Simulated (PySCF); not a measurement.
Cartesian coordinates in Å; atom numbers follow the order of the lines, from 1:
```xyz
21

C    -3.6199   -0.0653   -0.6436
C    -2.1514   -0.3335   -0.3512
C    -1.5935    0.5304    0.7799
Si    0.2266    0.2033    1.1849
Si    1.5805    0.5807   -0.7006
O     3.1923    0.4067   -0.3108
Si    4.2667   -0.5809    0.4727
H    -3.9906   -0.6933   -1.4683
H    -4.2448   -0.2702    0.2405
H    -3.7831    0.9875   -0.9250
H    -2.0148   -1.4003   -0.1009
H    -1.5608   -0.1707   -1.2705
H    -2.1822    0.3791    1.7022
H    -1.6978    1.6015    0.5299
H     0.6877    1.0986    2.2941
H     0.4118   -1.2157    1.6348
H     1.3807    1.9685   -1.2192
H     1.2296   -0.3693   -1.8057
H     3.8300   -0.8013    1.8861
H     4.3552   -1.9071   -0.2114
H     5.6048    0.0732    0.4615
```

Geometry: PBE0-D3(BJ)/def2-SVP; GIAO absolute shieldings from PySCF, gas phase, non-relativistic, averaged over equivalent atoms.

At KT3/pcSseg-1 (210 basis functions, 2.4 min wall time on 1 thread of an Intel Xeon, shared host):
| atoms | σ (ppm) |
| --- | --- |
| C2 | 155.4 |
| C1 | 160.8 |
| C3 | 168.9 |
| Si5 | 385.6 |
| Si7 | 404.3 |
| Si4 | 434.6 |
| O6 | 333.3 |
| H17/H18 | 25.88 |
| H19/H20/H21 | 26.44 |
| H15/H16 | 27.43 |
| H11/H12 | 30.16 |
| H8/H9/H10 | 30.31 |
| H13/H14 | 30.61 |

Task: Predict the values at PBE0/pcSseg-1 on the same geometry.

Result: 
| atoms | σ at PBE0/pcSseg-1 | change |
| --- | --- | --- |
| C2 | 160.5 | +5.1 |
| C1 | 163.9 | +3.1 |
| C3 | 173.2 | +4.3 |
| Si5 | 371.5 | -14.1 |
| Si7 | 388.3 | -16.0 |
| Si4 | 423.6 | -11.0 |
| O6 | 343.2 | +9.9 |
| H17/H18 | 25.78 | -0.10 |
| H19/H20/H21 | 26.33 | -0.11 |
| H15/H16 | 27.27 | -0.16 |
| H11/H12 | 30.22 | +0.06 |
| H8/H9/H10 | 30.27 | -0.04 |
| H13/H14 | 30.66 | +0.05 |

The largest change is at Si7 (silicon bonded to O, 3 H). Cost: 210 basis functions, 2.5 min wall time (2.3 min CPU) on 1 thread of an Intel Xeon, shared host. The order of the carbon signals is the same at both levels.
